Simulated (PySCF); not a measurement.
**EPR parameters of C3H10NSi3**

Species: C3H10NSi3 (doublet state).
Z-matrix (Å and degrees, GFN2-xTB geometry), rows numbered from 1:
```
C 
Si  1  1.8949
C   2  1.9200  1  109.22
C   3  1.4170  2  109.24  1    57.44
N   4  1.1487  3  176.71  2    83.76
Si  3  1.9418  2  115.51  1   175.31
Si  6  2.2869  3  115.08  2   -63.58
H   1  1.0871  2  111.74  3    65.30
H   1  1.0860  2  111.24  3  -174.48
H   1  1.0872  2  110.79  3   -54.61
H   2  1.4658  1  110.68  3   119.44
H   2  1.4679  1  111.49  3  -117.09
H   3  1.0927  2  109.04  1   -61.03
H   6  1.4792  3  103.12  2   164.03
H   7  1.4657  6  120.08  3   -54.89
H   7  1.4692  6  107.91  3    67.51
H   7  1.4670  6  107.07  3  -176.66
```

The hyperfine couplings belong to this conformer and change with its torsions.

The species is `C[SiH2][C@@H](C#N)[SiH][SiH3]` [radical].

Method used: PySCF, UKS B3LYP, pcH-1 on C H N Si, non-relativistic, mean-field spin-orbit, GIAO. Isolated species at its GFN2-xTB geometry (one conformer only). Couplings are sensitive to structure, and on GFN2-xTB geometries they can be far from those on DFT ones, by a factor of two or more for some ions and for spin on atoms past the first row. The SCF solution wasn't tested for stability.

| Item | Value |
| --- | --- |
| g1, g2, g3 | 2.00196, 2.00297, 2.00565 |
| g_iso | 2.00353 |
| Form of g | rhombic: the two nearest values differ by 27 % of g3 − g1 |
| ⟨S²⟩ | 0.7524 (exact 0.7500) |
| α and β electrons | 39, 38 |
| HOMO–LUMO gap, α and β orbitals | 5.46, 4.82 eV |

Hyperfine couplings atom by atom, in G; T1 to T3 are the principal values of the dipolar part (MHz turned into gauss with g_iso; 10 G = 1 mT):

| atom | isotope | a_iso | of which spin–orbit | T1 | T2 | T3 | Mulliken spin population |
| --- | --- | --- | --- | --- | --- | --- | --- |
| C1 | 13C | 0.1 | 0.0 | -0.1 | -0.1 | 0.1 | 0.00 |
| Si2 | 29Si | -2.4 | 0.0 | -0.4 | 0.2 | 0.3 | 0.00 |
| C3 | 13C | 4.9 | 0.0 | -0.9 | -0.8 | 1.7 | -0.01 |
| C4 | 13C | 11.2 | 0.0 | -1.3 | -0.4 | 1.7 | -0.02 |
| N5 | 14N | 0.5 | 0.0 | -0.8 | -0.8 | 1.6 | 0.05 |
| Si6 | 29Si | -135.0 | 0.4 | -61.7 | 30.6 | 31.0 | 0.95 |
| Si7 | 29Si | -14.0 | 0.0 | -3.3 | 1.0 | 2.3 | 0.01 |
| H8 | 1H | 0.0 | 0.0 | -0.2 | -0.2 | 0.3 | 0.00 |
| H9 | 1H | -0.1 | 0.0 | -0.1 | -0.1 | 0.3 | 0.00 |
| H10 | 1H | 0.1 | 0.0 | -0.2 | -0.1 | 0.3 | 0.00 |
| H11 | 1H | 0.1 | 0.0 | -0.5 | -0.4 | 0.9 | 0.00 |
| H12 | 1H | 0.2 | 0.0 | -0.7 | -0.5 | 1.2 | 0.00 |
| H13 | 1H | -0.2 | 0.0 | -1.2 | -0.8 | 1.9 | 0.00 |
| H14 | 1H | 7.6 | 0.0 | -3.5 | 0.6 | 2.9 | -0.01 |
| H15 | 1H | 26.8 | 0.0 | -0.8 | -0.1 | 0.9 | 0.04 |
| H16 | 1H | 0.4 | 0.0 | -1.0 | -0.4 | 1.4 | 0.00 |
| H17 | 1H | -1.4 | 0.0 | -0.9 | -0.4 | 1.4 | 0.00 |

The largest Mulliken spin population is on Si6 (+0.95). The angles at Si6 add up to 338.1°, so it is pyramidal.

Axes: g2 points within 11° of the Si6–Si7 bond.

Under fast tumbling the dipolar parts average out, and these isotropic splittings remain: 3 × 1H (H15/H16/H17, I = 1/2, 4 lines) with 0.86 mT, 1 × 1H (H14, I = 1/2, 2 lines) with 0.76 mT and 1 × 14N (N5, I = 1, 3 lines) with 0.05 mT.

Means are taken over nuclei equivalent by connectivity, which assumes that they swap fast. The three 1H nuclei of mean +24.0 MHz run from -4.0 to 75.1 MHz in the frozen geometry.

The 29Si coupling of Si6 (-378.5 MHz) shows only in satellite lines or after enrichment, since that isotope makes up about 4.7 % of natural silicon.

The 13C coupling of C4 (31.4 MHz) shows only in satellite lines or after enrichment, since that isotope makes up about 1.07 % of natural carbon.
